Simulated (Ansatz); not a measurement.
Consider the ligand exchange at the Si–C bond: `F[Si@@H]1O[C@H]1[SiH3]` + `[NH2][Al]([NH2])[F]` → `[NH2][Al]([F])[NH][SiH3]` + `F[SiH]1CO1`.

Calculated with Ansatz (gas phase, PBE0-D4/def2-TZVP geometries, no zero-point term in ΔE). CCSD(T)/CBS adds triple-zeta CCSD(T) − MP2 to the extrapolated MP2 energy (def2 sets, frozen cores). This one scheme is used for every species. Functionals use def2-TZVPP. B3LYP here is the variant with VWN-RPA as its local correlation; programs differ in this. One conformer a species, not always the lowest.

**Question.** Is it downhill or uphill in electronic energy at CCSD(T)/CBS, and by how much? (An estimate is asked.)

**Answer.** The calculation gave: Downhill: ΔE = -13.6 kcal/mol.

**Question.** What do these levels give: PBE-D4, r2SCAN-D4, B3LYP-D4, r2SCAN, HF/def2-TZVPP, CCSD(T)/def2-TZVPP? (An estimate is asked.)

**Answer.** Computed: PBE-D4 -11.8, r2SCAN-D4 -13.4, B3LYP-D4 -13.5, r2SCAN -13.4, HF/def2-TZVPP -16.4, CCSD(T)/def2-TZVPP -14.1 kcal/mol.

Largest T1 diagnostic among the species: 0.014.

From PBE to PBE0 (25 % exact exchange), in def2-TZVPP and without D4, ΔE moves by −1.1 kcal/mol. In def2-TZVPP, CCSD(T) changes the Hartree–Fock value by +2.4 kcal/mol (the triples alone add +0.4 kcal/mol) and MP2 by +2.1 kcal/mol.
